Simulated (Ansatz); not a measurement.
A thermochemical cycle in electronic energies (no zero-point or thermal terms), species as SMILES, kcal/mol. Structures are relaxed separately at B3LYP-D3(BJ)/def2-TZVP in Ansatz (a program for electronic structure), one conformer each, not searched for the lowest. Valence correlation only, unless marked. UHF or UKS for open shells. No spin-orbit coupling. Frozen are the shells of the preceding noble gas and the d and f shells that filled before the atom's block. Non-relativistic. CBS marks a two-point X^-3 extrapolation of the correlation energy; Hartree-Fock from the larger set. The bracket is a focal-point correction in the basis named. Anions need diffuse functions, of which def2-TZVPD holds fewer than the aug- sets.

| step | RI-MP2/CBS(aug-cc-pVTZ,aug-cc-pVQZ)+[CCSD(T)-MP2]/aug-cc-pVTZ (Ansatz) | wB97M-V/def2-TZVPD (Ansatz) |
|---|---|---|
| bond energy D: C[N](C)[GeH3] [N-germyl-N-methylmethanamine] -> C[N](C)[GeH2] + H atom | 85.9 | 84.2 |
| deprotonation energy A: C[N](C)[GeH3] [N-germyl-N-methylmethanamine] → C[N](C)[GeH2-] + H+ | 365.8 | 361.7 |
| ionisation of the H atom at the same level, IE | 313.7 | 310.1 |

Problem. Find the electron affinity EA, positive where the anion is bound: C[N](C)[GeH2] + e- → C[N](C)[GeH2-].

Solution. Breaking the bond, ionising the H atom and attaching the electron to the radical add up to the deprotonation, A = D + IE - EA. At RI-MP2/CBS(aug-cc-pVTZ,aug-cc-pVQZ)+[CCSD(T)-MP2]/aug-cc-pVTZ: EA = D + IE - A = 85.9 + 313.7 - 365.8 = 33.8. At wB97M-V/def2-TZVPD: EA = D + IE - A = 84.2 + 310.1 - 361.7 = 32.6. The functional differs from the first level by -1.7 in D, -1.2 in EA and -4.1 in A; for EA and A the gap mixes functional and basis. The site is the one shown; other sites or isomers of the anion may lie lower.
